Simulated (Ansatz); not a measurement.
CH6OSi2 (`C1[SiH2]O[SiH2]1`). The species carries charge 0 and has multiplicity 1.

```xyz
10

C     0.4969    0.4966   -0.7508
Si    0.3984   -1.2390   -0.0177
O    -0.7341   -0.7335    1.1090
Si   -0.7781    0.8595    0.5915
H     1.4562    1.0029   -0.6424
H     0.1455    0.5977   -1.7778
H    -0.1459   -2.2909   -0.9140
H     1.6372   -1.7395    0.6309
H    -2.1297    1.2476    0.1133
H    -0.3464    1.7986    1.6581
```

Problem. What are the harmonic wavenumbers in cm⁻¹ at PBE0-D4/def2-TZVP (Ansatz, finite differences of forces, unscaled)? (An estimate is asked.)

Solution. Ansatz gave: 137, 473, 485, 485, 615, 680, 687, 707, 746, 777, 817, 890, 931, 932, 956, 983, 999, 1390, 2223, 2228, 2230, 2232, 3107, 3169.

Problem. Is this a minimum?

Solution. Yes, all 24 modes are real.

Problem. Give the ideal-gas thermochemistry at 298.15 K and 1 bar (rigid rotor, harmonic oscillator; point group C2v, symmetry number 2).

Solution. Zero-point energy 172.7 kJ/mol; H(298) − E = 189.0 kJ/mol; entropy 297.8 J/(mol·K), of which translation 165.0, rotation 100.4, vibration 32.4; G(298) − E = 100.2 kJ/mol.
